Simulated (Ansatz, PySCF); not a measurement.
Gas-phase reaction in SMILES: CN[SiH2] -> C[N][SiH3]
Geometries: B3LYP-D3(BJ)/def2-TZVP minima from Ansatz (an electronic-structure program), one conformer each, not searched for the lowest.

Property: isomerisation energy (enthalpy at 298 K, with B3LYP-D3(BJ) rigid-rotor harmonic-oscillator terms from PySCF), in kcal/mol. Cores are frozen in the correlated levels unless marked. Open shells are spin-unrestricted. No spin-orbit coupling. No relativistic terms. Basis-set limits of correlation are two-point, X^-3; Hartree-Fock from the larger set.

| level | program | isomerisation energy (kcal/mol) |
|---|---|---|
| PBE-D4/def2-TZVPD | Ansatz + dftd4 | 14.9 |
| PBE0/def2-TZVPD | Ansatz | 13.7 |
| LC-wPBE/def2-TZVPD | Ansatz | [?] |
| CCSD/6-31G* | Ansatz | [?] |
| CCSD/cc-pwCVTZ | Ansatz | [?] |
| CCSD(T)/CBS(aug-cc-pV(T+d)Z,aug-cc-pV(Q+d)Z) | Ansatz | 13.8 |

Question: Fill in the missing entries.

Answer: 
- LC-wPBE/def2-TZVPD, isomerisation energy (kcal/mol): 13.9
- CCSD/6-31G*, isomerisation energy (kcal/mol): 11.3
- CCSD/cc-pwCVTZ, isomerisation energy (kcal/mol): 12.1
